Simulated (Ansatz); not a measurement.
`BN[SiH]1CN1` + `O[CH2][GeH3]` → `BO[CH2][GeH3]` + `N[SiH]1CN1`  (ligand exchange at a B–N bond)

Gas-phase electronic energies from Ansatz, PBE0-D4/def2-TZVP geometries. CBS: MP2 limit from def2 TZ/QZ plus the TZ coupled-cluster correction, frozen cores. DFT in def2-TZVPP. B3LYP here is the variant with VWN-RPA as its local correlation; programs differ in this. For Ge outer-core shells are correlated without core-valence functions, which leaves a few kJ/mol of doubt a bond. Scalar relativity is left out up to krypton. One conformer a species, not always the lowest.

`BN[SiH]1CN1`:

Z-matrix (Å, degrees):
```
Si
N 1 1.727
N 1 1.698 2 116.8
C 1 1.824 2 125.6 3 -59.0
H 1 1.475 2 108.8 3 145.9
B 2 1.400 1 126.0 3 -154.6
H 2 1.011 1 116.0 3 25.8
H 3 1.007 1 132.1 2 134.4
H 4 1.088 1 124.8 2 -2.7
H 4 1.091 1 118.0 2 -156.1
H 6 1.197 2 119.8 1 -179.3
H 6 1.198 2 118.8 1 0.7
```

`O[CH2][GeH3]`:

Z-matrix (Å, degrees):
```
C
Ge 1 1.968
O 1 1.415 2 108.0
H 1 1.098 2 108.5 3 -121.7
H 1 1.098 2 108.5 3 121.7
H 2 1.536 1 110.0 3 -60.7
H 2 1.540 1 108.6 3 179.8
H 2 1.536 1 110.0 3 60.2
H 3 0.960 1 108.8 2 180.0
```

`BO[CH2][GeH3]`:

Cartesian coordinates in Å:
```
B 1.004 -1.182 1.433
O 0.692 0.042 0.986
C -0.566 0.338 0.398
Ge -0.337 0.795 -1.508
H 0.200 -2.075 1.361
H 2.098 -1.323 1.896
H -1.250 -0.511 0.501
H -0.995 1.192 0.927
H 0.602 2.002 -1.643
H -1.712 1.137 -2.107
H 0.263 -0.414 -2.243
```

`N[SiH]1CN1`:

Cartesian coordinates in Å:
```
N 1.301 -1.157 0.659
Si -0.189 -0.429 0.309
C -0.544 1.289 -0.208
N -0.431 0.197 -1.244
H 2.166 -0.855 0.245
H 1.429 -1.739 1.468
H -1.232 -1.171 1.053
H -1.544 1.688 -0.027
H 0.198 2.078 -0.317
H -1.155 0.100 -1.937
```

(1) Is it downhill or uphill in electronic energy at CCSD(T)/CBS, and by how much? (Estimate.)

(2) What do these levels give: PBE-D4, r2SCAN-D4, PBE0-D4, B2PLYP, r2SCAN, B3LYP, SCS-MP2/def2-TZVPP, CCSD/def2-TZVPP, CCSD(T)/def2-TZVPP, MP2/def2-QZVPP, SCS-MP2/def2-QZVPP, MP2/CBS(def2)? (Estimate.)

Largest T1 diagnostic among the species: 0.013.

Results:

(1) Ansatz gave: Downhill: ΔE = -3.2 kcal/mol.

(2) Ansatz gave: PBE-D4 -2.9, r2SCAN-D4 -3.5, PBE0-D4 -2.6, B2PLYP -3.8, r2SCAN -3.5, B3LYP -3.8, SCS-MP2/def2-TZVPP -3.4, CCSD/def2-TZVPP -3.2, CCSD(T)/def2-TZVPP -3.2, MP2/def2-QZVPP -3.3, SCS-MP2/def2-QZVPP -3.5, MP2/CBS(def2) -3.3 kcal/mol.
